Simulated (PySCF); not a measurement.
Mn(O)2(OH)3 (H3MnO5), SMILES [OH][Mn]([OH])(=[O])(=[O])[OH], multiplicity 1.

Geometry optimised at PBE-D3(BJ)/def2-SVP. The multiplicity is an assumed one; other spin states were not compared. One conformer was computed; it need not be the lowest.

These are PySCF with PBE-D3(BJ)/def2-SVP values and carry that method's errors.

Frequencies are harmonic and unscaled.

| mode | ν (cm⁻¹) | IR (km/mol) | moving atoms (share of kinetic energy) |
|---|---|---|---|
| 1 | 71 | 0.6 | O 98 % |
| 2 | 256 | 24.3 | O 72 %, H 17 %, Mn 11 % |
| 3 | 295 | 9.1 | O 88 % |
| 4 | 327 | 8.9 | O 58 %, H 22 %, Mn 21 % |
| 5 | 345 | 10.0 | O 56 %, H 26 %, Mn 18 % |
| 6 | 361 | 1.7 | O 57 %, H 30 %, Mn 14 % |
| 7 | 401 | 12.4 | O 64 %, H 30 % |
| 8 | 434 | 63.0 | O 48 %, H 43 %, Mn 9 % |
| 9 | 452 | 41.3 | O 54 %, H 44 % |
| 10 | 501 | 1.6 | O 92 % |
| 11 | 593 | 47.5 | O 53 %, H 31 %, Mn 15 % |
| 12 | 601 | 69.5 | H 53 %, O 35 %, Mn 12 % |
| 13 | 656 | 69.2 | O 75 %, Mn 15 %, H 11 % |
| 14 | 883 | 168.2 | H 77 %, O 23 % |
| 15 | 924 | 135.7 | H 81 %, O 18 % |
| 16 | 988 | 109.3 | H 54 %, O 34 %, Mn 12 % |
| 17 | 1001 | 93.9 | O 61 %, H 22 %, Mn 17 % |
| 18 | 1044 | 68.9 | O 44 %, H 35 %, Mn 21 % |
| 19 | 3517 | 99.0 | H 94 % |
| 20 | 3607 | 133.7 | H 94 % |
| 21 | 3650 | 61.2 | H 94 % |
